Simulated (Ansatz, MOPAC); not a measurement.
Gas-phase reaction in SMILES: C[Si](C)(O)O [dihydroxy(dimethyl)silane] + H+ -> C[Si](C)(O)[OH2+] (at O, the best of the heteroatom sites tried; carbon was not tried)

Wanted: proton affinity (enthalpy at 298 K), in kcal/mol. Positive where the reaction releases energy. Set-up: no dispersion term unless named; spin-orbit terms left out; frozen cores in correlated levels; non-relativistic; PM7 with its own dispersion and hydrogen-bond terms. CBS(X,Y): correlation extrapolated as X^-3; Hartree-Fock from the larger set. First-principles rows: single points at B3LYP-D3(BJ) geometries (Ansatz, a quantum-chemistry and plane-wave program), with unscaled harmonic terms from B3LYP/6-31G* (Ansatz) at its own minima. Semi-empirical rows: MOPAC heats of formation at their own minima for 298 K, the proton's as measured.

```json
[
 {"species": "C[Si](C)(O)O", "coefficient": "+1", "E at B3LYP/STO-3G (Ansatz), Eh": "-514.60525", "E at PBE/def2-TZVPD (Ansatz), Eh": "-520.77998", "H(298 K) - E, kcal/mol": "70.15", "heat of formation at PM7 (MOPAC), kcal/mol": "-171.85"},
 {"species": "H+", "coefficient": "+1", "E at B3LYP/STO-3G (Ansatz), Eh": "0.00000", "E at PBE/def2-TZVPD (Ansatz), Eh": "0.00000", "H(298 K) - E, kcal/mol": "1.48", "heat of formation at PM7 (MOPAC), kcal/mol": "365.69"},
 {"species": "C[Si](C)(O)[OH2+]", "coefficient": "-1", "E at B3LYP/STO-3G (Ansatz), Eh": "-515.04009", "E at PBE/def2-TZVPD (Ansatz), Eh": "-521.09715", "H(298 K) - E, kcal/mol": "78.11", "heat of formation at PM7 (MOPAC), kcal/mol": "7.45"}
]
```

Coupled cluster (Ansatz) is a level with limits of its own, used here on species with T1 under 0.025 (0.045 for open shells) and stable references: CCSD(T)/CBS(cc-pV(T+d)Z,cc-pV(Q+d)Z). Value to compare with, CCSD(T)/CBS(cc-pV(T+d)Z,cc-pV(Q+d)Z) (Ansatz): 191.4 kcal/mol. 1 Eh = 627.5095 kcal/mol.

Work the quantity out at each level, and compare with CCSD(T)/CBS(cc-pV(T+d)Z,cc-pV(Q+d)Z) (Ansatz).


- B3LYP/STO-3G: the sum of coefficient times E is 0.43484 Eh, or 272.87 kcal/mol; the thermal terms add -6.48. Result: 266.4 kcal/mol. Its difference against CCSD(T)/CBS(cc-pV(T+d)Z,cc-pV(Q+d)Z) (Ansatz) is 75.0 kcal/mol.
- PBE/def2-TZVPD: the sum of coefficient times E is 0.31717 Eh, or 199.03 kcal/mol; the thermal terms add -6.48. Result: 192.5 kcal/mol. Its difference against CCSD(T)/CBS(cc-pV(T+d)Z,cc-pV(Q+d)Z) (Ansatz) is 1.1 kcal/mol.
- PM7: the sum of coefficient times heat of formation is 186.39 kcal/mol; it needs no thermal term. Its difference against CCSD(T)/CBS(cc-pV(T+d)Z,cc-pV(Q+d)Z) (Ansatz) is -5.0 kcal/mol.
